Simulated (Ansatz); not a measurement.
One change: `N[SiH]([SiH3])S` becomes `N[SiH]([SiH3])[SeH]`.

Ansatz, PBE0-D4/def2-TZVP geometries, multiplicity 1. Each molecule was computed in one conformer, which needn't be the lowest.

Scalar relativity is left out up to krypton.

| property | `N[SiH]([SiH3])S` |
| --- | --- |
| LUMO energy (PBE/def2-TZVPP) / eV | -1.11 |
| HOMO–LUMO gap (B3LYP/def2-TZVPP) / eV | 6.33 |
| LUMO energy (PBE0/def2-TZVPP) / eV | -0.28 |
| size of the dipole moment (B3LYP/def2-TZVPP) / D | 1.04 |
| ideal-gas entropy at 298 K and 1 bar (rigid rotor, harmonic PBE0-D4/def2-TZVP) / J/(mol·K) | 375 |
| size of the dipole moment (ωB97M-V/def2-TZVPP) / D | 1.04 |

Q: Give the same properties after the change, and the shifts. (An estimate is asked.)

A: Computed: 
```csv
property,`N[SiH]([SiH3])[SeH]`,shift
LUMO energy (PBE/def2-TZVPP) / eV,-1.12,-0.01
HOMO–LUMO gap (B3LYP/def2-TZVPP) / eV,6.08,-0.25
LUMO energy (PBE0/def2-TZVPP) / eV,-0.30,-0.02
size of the dipole moment (B3LYP/def2-TZVPP) / D,1.85,0.81
"ideal-gas entropy at 298 K and 1 bar (rigid rotor, harmonic PBE0-D4/def2-TZVP) / J/(mol·K)",389,14
size of the dipole moment (ωB97M-V/def2-TZVPP) / D,1.90,0.86
```

Dipoles are sizes alone; their direction can turn.

B3LYP here is the variant with VWN-RPA as its local correlation; programs differ in this.

Spin–orbit coupling is left out; it splits and shifts lone-pair levels of the heavy atoms by tenths of an eV.
